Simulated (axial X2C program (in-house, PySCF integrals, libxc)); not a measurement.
## Ionising SeH

Computed with an in-house relativistic program for diatomic molecules, spin-free (one-electron X2C) or two-component (2c: spin–orbit coupling with atomic mean-field Coulomb and Gaunt terms, which also bring small scalar terms), in Dyall basis sets with cores contracted in-house; open shells are unrestricted.

Basis sets: H dyall-v3z, Se dyall-cv3z. Frozen shells (counts by l): SeH Se 3s2p1d, H none, 7 electrons correlated; SeH⁺ Se 3s2p1d, H none, 6 electrons correlated. Where the outer core of a metal is frozen, bonds come out longer and ionisation energies lower.

| Hamiltonian | level | SeH state | Re (Å) | ωe (cm⁻¹) | De (eV) |
| --- | --- | --- | --- | --- | --- |
| spin-free | HF | M_S = 1/2, Λ = 1 | 1.454 | 2551.4 | 2.12 |
| spin-free | PBE0 | M_S = 1/2, Λ = 1 | 1.468 | 2427.0 | 3.27 |
| spin-free | MP2 | M_S = 1/2, Λ = 1 | 1.460 | 2488.3 | 3.14 |
| 2c | HF | Ω = 3/2 | 1.454 | 2546.0 | n/a |
| 2c | PBE0 | Ω = 3/2 | 1.469 | 2421.4 | 3.32 |
| 2c | MP2 | Ω = 3/2 | 1.461 | 2483.6 | 3.13 |

Adiabatic ionisation energy (minimum to minimum, no zero-point term) and constants of SeH⁺:

```
Hamiltonian  level      SeH⁺ state  IE (eV)  Re (Å)  ωe (cm⁻¹)  De (eV)  fragments
  spin-free     HF  M_S = 1, Λ = 0     8.49   1.468     2473.0     2.16    Se+ + H
  spin-free   PBE0  M_S = 1, Λ = 0     9.62   1.489     2329.5     3.26    Se+ + H
  spin-free    MP2  M_S = 1, Λ = 0     9.47   1.478     2396.1     2.89    Se+ + H
         2c     HF           Ω = 1     8.59   1.469     2470.0     2.15    Se+ + H
         2c   PBE0           Ω = 1     9.73   1.489     2326.3     3.24    Se+ + H
         2c    MP2           Ω = 1     9.57   1.479     2393.6     2.88    Se+ + H
```

(1) Add the zero-point terms to the ionisation energy at MP2, 2c, and say whether the electron removed was bonding.

(2) Close the cycle De(SeH⁺) + IE(SeH) = De(SeH) + IE(Se) to find the atomic ionisation energy at MP2, 2c.

Each entry is the lowest single determinant of a limited PBE0 search at one distance. De goes to single-determinant-based atoms at the same level (for ions the charge split of lowest energy) and is withheld (n/a) where an atom does not fit its ground term or J level. Main or longest-lived isotopes. One determinant is a doubtful description, or other states lie close, for SeH⁺; these need not be ground states, and all values refer to the states named. Some open-shell Ω = 0 determinants are out of reach, so the Ω given for SeH⁺ need not be the lowest component. With several unpaired electrons the Ω given is that of one determinant, not necessarily of the lowest component. The functionals have no current term, which raises determinants with orbital currents.

Answers

(1) IE0 = IE + (ωe⁺ − ωe)/2 = 9.57 + (-0.006) = 9.56 eV. Re changes by 0.018 Å, so the electron was nearly non-bonding.

(2) IE(Se) = 2.88 + 9.57 − 3.13 = 9.32 eV, for the determinants used.
